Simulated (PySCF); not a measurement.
Isomers of C3H11NOSi4.

All values: PBE0/pcSseg-1 (PySCF) at GFN2-xTB geometries, gas phase, one conformer each.

Problem. Rank by HOMO–LUMO gap, highest first.
A. `C#C[Si@@H]1O[SiH2]N(C)[Si@H]1[SiH3]`
B. `[CH3:1][O:2][Si@@:3]1([C:4]#[N:5])[SiH2:6][SiH2:7][Si@H:8]1[CH3:9]` with C1–O2–Si3–C4 57°
C. `[CH:1]#[C:2][C@@H:3]1[SiH2:4][NH:5][Si@@H:6]([O:7][SiH3:8])[SiH2:9]1` with N5–Si6–O7–Si8 45°, C2–C3–Si4–N5 -90°, C3–Si4–N5–Si6 -18°, Si4–N5–Si6–O7 -117°, N5–Si6–Si9–C3 16°
D. `[CH3:1][O:2][Si:3]1([CH2:4][C:5]#[N:6])[SiH2:7][SiH2:8][SiH2:9]1` with C1–O2–Si3–C4 -68°, O2–Si3–C4–C5 60°
E. `[CH3:1][CH2:2][O:3][Si:4]1([C:5]#[N:6])[SiH2:7][SiH2:8][SiH2:9]1` with C1–C2–O3–Si4 -176°, C2–O3–Si4–C5 -59°
F. `[SiH3:1][SiH:2]([SiH3:3])[SiH2:4][c:5]1[n:6][cH:7][cH:8][o:9]1` with Si1–Si2–Si4–C5 61°, Si2–Si4–C5–N6 7°

Solution. C (6.78 eV), F (6.58 eV), A (5.91 eV), D (5.65 eV), E (5.49 eV), B (5.32 eV).

Problem. Rank by the highest IAO charge on any atom, lowest value first.
A. `[CH3:1][CH2:2][O:3][Si:4]1([C:5]#[N:6])[SiH2:7][SiH2:8][SiH2:9]1` with C1–C2–O3–Si4 -176°, C2–O3–Si4–C5 -59°
B. `[CH3:1][O:2][Si:3]1([CH2:4][C:5]#[N:6])[SiH2:7][SiH2:8][SiH2:9]1` with C1–O2–Si3–C4 -68°, O2–Si3–C4–C5 60°
C. `[SiH3:1][SiH:2]([SiH3:3])[SiH2:4][c:5]1[n:6][cH:7][cH:8][o:9]1` with Si1–Si2–Si4–C5 61°, Si2–Si4–C5–N6 7°
D. `C#C[Si@@H]1O[SiH2]N(C)[Si@H]1[SiH3]`
E. `[CH:1]#[C:2][C@@H:3]1[SiH2:4][NH:5][Si@H:6]([O:7][SiH3:8])[SiH2:9]1` with N5–Si6–O7–Si8 -50°, C2–C3–Si4–N5 -160°, C3–Si4–N5–Si6 22°, Si4–N5–Si6–O7 116°, N5–Si6–Si9–C3 -17°
F. `[CH3:1][CH2:2][O:3][Si@@H:4]1[SiH2:5][SiH2:6][Si@H:7]1[C:8]#[N:9]` with C1–C2–O3–Si4 161°, C2–O3–Si4–Si5 -70°, O3–Si4–Si5–Si6 -92°, Si4–Si5–Si6–Si7 -7°, Si5–Si6–Si7–C8 -101°, O3–Si4–Si7–Si6 103°

Solution. C (+0.478 e), F (+0.639 e), A (+0.741 e), B (+0.778 e), E (+0.960 e), D (+1.125 e).

Problem. Rank by the lowest IAO charge on any atom, lowest value first.
A. `[CH3:1][CH2:2][O:3][Si@@H:4]1[SiH2:5][SiH2:6][Si@H:7]1[C:8]#[N:9]` with C1–C2–O3–Si4 161°, C2–O3–Si4–Si5 -70°, O3–Si4–Si5–Si6 -92°, Si4–Si5–Si6–Si7 -7°, Si5–Si6–Si7–C8 -101°, O3–Si4–Si7–Si6 103°
B. `[SiH3:1][SiH2:2][SiH2:3][SiH2:4][c:5]1[cH:6][cH:7][n:8][o:9]1` with Si1–Si2–Si3–Si4 54°, Si2–Si3–Si4–C5 29°, Si3–Si4–C5–C6 148°
C. `[SiH3:1][SiH:2]([SiH3:3])[SiH2:4][c:5]1[n:6][cH:7][cH:8][o:9]1` with Si1–Si2–Si4–C5 61°, Si2–Si4–C5–N6 7°
D. `[CH3:1][CH2:2][Si@@H:3]1[Si@H:4]([C:5]#[N:6])[SiH2:7][Si@@H:8]1[OH:9]` with C1–C2–Si3–Si4 55°, Si7–Si8–O9–H 74°
E. `[CH3:1][O:2][Si@@:3]1([C:4]#[N:5])[SiH2:6][SiH2:7][Si@H:8]1[CH3:9]` with C1–O2–Si3–C4 57°
F. `[CH3:1][CH2:2][O:3][Si:4]1([C:5]#[N:6])[SiH2:7][SiH2:8][SiH2:9]1` with C1–C2–O3–Si4 -176°, C2–O3–Si4–C5 -59°

Solution. D (-0.788 e), E (-0.681 e), A (-0.643 e), F (-0.626 e), C (-0.323 e), B (-0.242 e).

All values together:

```json
{"SMILES": "CCO[Si@@H]1[SiH2][SiH2][Si@H]1C#N", "μ (D)": "5.11", "HOMO (eV)": "-7.62", "LUMO (eV)": "-2.07", "lowest IAO charge (e)": "-0.643 (O)", "highest IAO charge (e)": "+0.639 (Si)", "lowest Hirshfeld charge (e)": "-0.221 (O)", "highest Hirshfeld charge (e)": "+0.265 (Si)"}
{"SMILES": "C#C[Si@@H]1O[SiH2]N(C)[Si@H]1[SiH3]", "μ (D)": "1.43", "HOMO (eV)": "-6.84", "LUMO (eV)": "-0.92", "lowest IAO charge (e)": "-0.877 (O)", "highest IAO charge (e)": "+1.125 (Si)", "lowest Hirshfeld charge (e)": "-0.305 (O)", "highest Hirshfeld charge (e)": "+0.421 (Si)"}
{"SMILES": "CO[Si]1(CC#N)[SiH2][SiH2][SiH2]1", "μ (D)": "2.54", "HOMO (eV)": "-7.51", "LUMO (eV)": "-1.87", "lowest IAO charge (e)": "-0.624 (O)", "highest IAO charge (e)": "+0.778 (Si)", "lowest Hirshfeld charge (e)": "-0.235 (N)", "highest Hirshfeld charge (e)": "+0.291 (Si)"}
{"SMILES": "CCO[Si]1(C#N)[SiH2][SiH2][SiH2]1", "μ (D)": "3.45", "HOMO (eV)": "-7.63", "LUMO (eV)": "-2.14", "lowest IAO charge (e)": "-0.626 (O)", "highest IAO charge (e)": "+0.741 (Si)", "lowest Hirshfeld charge (e)": "-0.216 (O)", "highest Hirshfeld charge (e)": "+0.300 (Si)"}
{"SMILES": "CC[Si@@H]1[Si@H](C#N)[SiH2][Si@@H]1O", "μ (D)": "4.63", "HOMO (eV)": "-7.51", "LUMO (eV)": "-2.10", "lowest IAO charge (e)": "-0.788 (O)", "highest IAO charge (e)": "+0.625 (Si)", "lowest Hirshfeld charge (e)": "-0.297 (O)", "highest Hirshfeld charge (e)": "+0.256 (Si)"}
{"SMILES": "C#C[C@@H]1[SiH2]N[Si@@H](O[SiH3])[SiH2]1", "μ (D)": "1.09", "HOMO (eV)": "-7.18", "LUMO (eV)": "-0.40", "lowest IAO charge (e)": "-0.938 (N)", "highest IAO charge (e)": "+0.966 (Si)", "lowest Hirshfeld charge (e)": "-0.329 (N)", "highest Hirshfeld charge (e)": "+0.388 (Si)"}
{"SMILES": "C#CC[Si@@H]1[SiH2][Si@H](N)[Si@@H]1O", "μ (D)": "1.26", "HOMO (eV)": "-7.04", "LUMO (eV)": "-1.62", "lowest IAO charge (e)": "-0.837 (N)", "highest IAO charge (e)": "+0.626 (Si)", "lowest Hirshfeld charge (e)": "-0.319 (N)", "highest Hirshfeld charge (e)": "+0.245 (Si)"}
{"SMILES": "CO[Si@@]1(C#N)[SiH2][SiH2][Si@H]1C", "μ (D)": "3.88", "HOMO (eV)": "-7.41", "LUMO (eV)": "-2.09", "lowest IAO charge (e)": "-0.681 (C)", "highest IAO charge (e)": "+0.727 (Si)", "lowest Hirshfeld charge (e)": "-0.222 (O)", "highest Hirshfeld charge (e)": "+0.295 (Si)"}
{"SMILES": "C#C[C@@H]1[SiH2]N[Si@H](O[SiH3])[SiH2]1", "μ (D)": "1.07", "HOMO (eV)": "-7.14", "LUMO (eV)": "-0.42", "lowest IAO charge (e)": "-0.941 (N)", "highest IAO charge (e)": "+0.960 (Si)", "lowest Hirshfeld charge (e)": "-0.329 (N)", "highest Hirshfeld charge (e)": "+0.388 (Si)"}
{"SMILES": "CCO[Si@@H]1[SiH2][SiH2][Si@@H]1C#N", "μ (D)": "3.36", "HOMO (eV)": "-7.56", "LUMO (eV)": "-2.14", "lowest IAO charge (e)": "-0.637 (O)", "highest IAO charge (e)": "+0.643 (Si)", "lowest Hirshfeld charge (e)": "-0.218 (O)", "highest Hirshfeld charge (e)": "+0.265 (Si)"}
{"SMILES": "[SiH3][SiH]([SiH3])[SiH2]c1ncco1", "μ (D)": "1.70", "HOMO (eV)": "-7.38", "LUMO (eV)": "-0.81", "lowest IAO charge (e)": "-0.323 (N)", "highest IAO charge (e)": "+0.478 (Si)", "lowest Hirshfeld charge (e)": "-0.160 (N)", "highest Hirshfeld charge (e)": "+0.243 (Si)"}
{"SMILES": "[SiH3][SiH2][SiH2][SiH2]c1ccno1", "μ (D)": "2.53", "HOMO (eV)": "-7.73", "LUMO (eV)": "-1.01", "lowest IAO charge (e)": "-0.242 (C)", "highest IAO charge (e)": "+0.460 (Si)", "lowest Hirshfeld charge (e)": "-0.108 (N)", "highest Hirshfeld charge (e)": "+0.245 (Si)"}
```

Conformers: `[CH3:1][CH2:2][O:3][Si@@H:4]1[SiH2:5][SiH2:6][Si@H:7]1[C:8]#[N:9]` with C1–C2–O3–Si4 161°, C2–O3–Si4–Si5 -70°, O3–Si4–Si5–Si6 -92°, Si4–Si5–Si6–Si7 -7°, Si5–Si6–Si7–C8 -101°, O3–Si4–Si7–Si6 103°; `[CH3:1][O:2][Si:3]1([CH2:4][C:5]#[N:6])[SiH2:7][SiH2:8][SiH2:9]1` with C1–O2–Si3–C4 -68°, O2–Si3–C4–C5 60°; `[CH3:1][CH2:2][O:3][Si:4]1([C:5]#[N:6])[SiH2:7][SiH2:8][SiH2:9]1` with C1–C2–O3–Si4 -176°, C2–O3–Si4–C5 -59°; `[CH3:1][CH2:2][Si@@H:3]1[Si@H:4]([C:5]#[N:6])[SiH2:7][Si@@H:8]1[OH:9]` with C1–C2–Si3–Si4 55°, Si7–Si8–O9–H 74°; `[CH:1]#[C:2][C@@H:3]1[SiH2:4][NH:5][Si@@H:6]([O:7][SiH3:8])[SiH2:9]1` with N5–Si6–O7–Si8 45°, C2–C3–Si4–N5 -90°, C3–Si4–N5–Si6 -18°, Si4–N5–Si6–O7 -117°, N5–Si6–Si9–C3 16°; `[CH:1]#[C:2][CH2:3][Si@@H:4]1[SiH2:5][Si@H:6]([NH2:7])[Si@@H:8]1[OH:9]` with C2–C3–Si4–Si5 148°, Si5–Si6–N7–H 72° and -151°, Si6–Si8–O9–H -108°, C3–Si4–Si5–Si6 -97°, Si4–Si5–Si6–N7 100°, Si5–Si6–Si8–O9 126°, C3–Si4–Si8–Si6 99°; `[CH3:1][O:2][Si@@:3]1([C:4]#[N:5])[SiH2:6][SiH2:7][Si@H:8]1[CH3:9]` with C1–O2–Si3–C4 57°; `[CH:1]#[C:2][C@@H:3]1[SiH2:4][NH:5][Si@H:6]([O:7][SiH3:8])[SiH2:9]1` with N5–Si6–O7–Si8 -50°, C2–C3–Si4–N5 -160°, C3–Si4–N5–Si6 22°, Si4–N5–Si6–O7 116°, N5–Si6–Si9–C3 -17°; `[CH3:1][CH2:2][O:3][Si@@H:4]1[SiH2:5][SiH2:6][Si@@H:7]1[C:8]#[N:9]` with C1–C2–O3–Si4 -167°, C2–O3–Si4–Si5 162°; `[SiH3:1][SiH:2]([SiH3:3])[SiH2:4][c:5]1[n:6][cH:7][cH:8][o:9]1` with Si1–Si2–Si4–C5 61°, Si2–Si4–C5–N6 7°; `[SiH3:1][SiH2:2][SiH2:3][SiH2:4][c:5]1[cH:6][cH:7][n:8][o:9]1` with Si1–Si2–Si3–Si4 54°, Si2–Si3–Si4–C5 29°, Si3–Si4–C5–C6 148°.
